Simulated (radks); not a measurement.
Values are calculated unless marked as measured or tabulated.
Radial electron density D(r) = 4 pi r^2 rho(r) of an atom or ion with 1 electrons. Code: a radial shooting solver on a logarithmic mesh with Libxc functionals. Model: non-relativistic Kohn-Sham, SCAN, spin-polarised, spherical densities, point nucleus; meta-GGA in the generalised Kohn-Sham scheme.

r (bohr),D(r) (e/bohr)
0.008237,0.5922
0.008923,0.6818
0.009589,0.7728
0.01031,0.8747
0.01116,1.002
0.012,1.131
0.013,1.290
0.01397,1.450
0.01513,1.647
0.01626,1.843
0.01761,2.082
0.01893,2.317
0.0205,2.602
0.02204,2.879
0.02387,3.209
0.02565,3.525
0.02757,3.858
0.02986,4.245
0.03209,4.606
0.03477,5.014
0.03736,5.384
0.04047,5.791
0.04349,6.144
0.04712,6.514
0.05063,6.816
0.05485,7.107
0.05895,7.317
0.06335,7.470
0.06862,7.561
0.07375,7.564
0.07989,7.473
0.08585,7.303
0.093,7.014
0.09995,6.669
0.1083,6.199
0.1164,5.710
0.126,5.109
0.1355,4.534
0.1467,3.881
0.1577,3.299
0.1695,2.741
0.1836,2.168
0.1973,1.707
0.2137,1.266
0.2297,0.9361
0.2488,0.6439
0.2674,0.4427
0.2896,0.2790
0.3113,0.1763
0.3372,0.1004
0.3624,0.05746
0.3925,0.02908
0.4218,0.01484

What is the nuclear charge?

Answer. Z = 14. The innermost maximum, from 1s, lies near 1/Z = 0.0714 bohr (found: 0.0714), and its height grows with Z. The density is that of the silicon ion Si13+ in 1s1; the configuration itself is not fixed sharply by these data, and Z only to about a unit. D(r) has 1 maximum, at r = 0.0714 bohr.
